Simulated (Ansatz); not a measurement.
Frontier orbitals of AlClFH$_{3}$Si (`[F][Al]([SiH3])[Cl]`).

The species carries charge 0 and has multiplicity 1. All single points use the PBE0-D4/def2-TZVP geometry. Basis def2-TZVPP, Ansatz 0.2.0.

Orbital energies of one run (eV). Highest occupied ones, from the top: -10.48, -11.89, -11.99, -12.50, -12.50, -13.71, -14.48, -14.54, -15.98, -18.15, -25.56, -35.06, -77.43, -77.47. Empty: 0.04, 0.89, 1.48, 2.71, 2.95, 3.12.

Q: Which functional gave them?
A. HSE06 (plane-wave form)
B. revPBE
C. LDA (SPW92)
D. ωB97M-V

A: D. HOMO energies: ωB97M-V -10.48, LDA (SPW92) -7.45, revPBE -7.28, HSE06 -8.08 eV.
